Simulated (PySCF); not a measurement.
C4H7F3SSi3, SMILES F[Si]([SiH2][SiH2]c1sccc1)(F)F, GFN2-xTB optimised geometry.

```
18

F      0.38    -0.01     3.51
Si     0.18    -1.59     3.57
F      1.58    -2.11     3.01
F      0.34    -1.87     5.13
Si    -1.62    -2.37     2.41
Si    -1.44    -1.85     0.14
C     -0.27    -0.39     0.00
C      1.09    -0.39     0.00
C      1.66     0.90     0.00
C      0.72     1.88     0.01
S     -0.87     1.24     0.02
H     -2.83    -1.82     3.04
H     -1.72    -3.82     2.65
H     -0.87    -2.94    -0.67
H     -2.72    -1.47    -0.48
H      1.67    -1.30     0.00
H      2.72     1.09     0.00
H      0.86     2.94     0.01
```

Density from B3LYP/def2-SVP (PySCF) at that geometry.

Minimum of the electron density along straight lines between bonded atoms, close to the bond critical point (lines longer than 1.1 times the sum of covalent radii, or with two minima, are not listed):

| bond | length / Å | ρ at the minimum / e bohr⁻³ | ∇²ρ there / e bohr⁻⁵ | position (fraction from the first atom) |
|---|---|---|---|---|
| F1–Si2 | 1.594 | 0.124 | 1.18 | 0.58 |
| Si2–F3 | 1.595 | 0.123 | 1.17 | 0.42 |
| Si2–F4 | 1.593 | 0.124 | 1.18 | 0.42 |
| Si6–C7 | 1.875 | 0.112 | 0.37 | 0.38 |
| C7–C8 | 1.366 | 0.320 | -0.80 | 0.51 |
| C8–C9 | 1.410 | 0.299 | -0.75 | 0.50 |
| C9–C10 | 1.358 | 0.326 | -0.84 | 0.49 |
| C7–S11 | 1.737 | 0.208 | -0.41 | 0.46 |
| C10–S11 | 1.715 | 0.219 | -0.49 | 0.47 |
| Si5–H12 | 1.474 | 0.114 | 0.31 | 0.49 |
| Si5–H13 | 1.473 | 0.114 | 0.32 | 0.49 |
| Si6–H14 | 1.470 | 0.116 | 0.33 | 0.49 |
| Si6–H15 | 1.467 | 0.116 | 0.32 | 0.49 |
| C8–H16 | 1.076 | 0.286 | -1.10 | 0.63 |
| C9–H17 | 1.075 | 0.285 | -1.10 | 0.63 |
| C10–H18 | 1.072 | 0.287 | -1.13 | 0.64 |
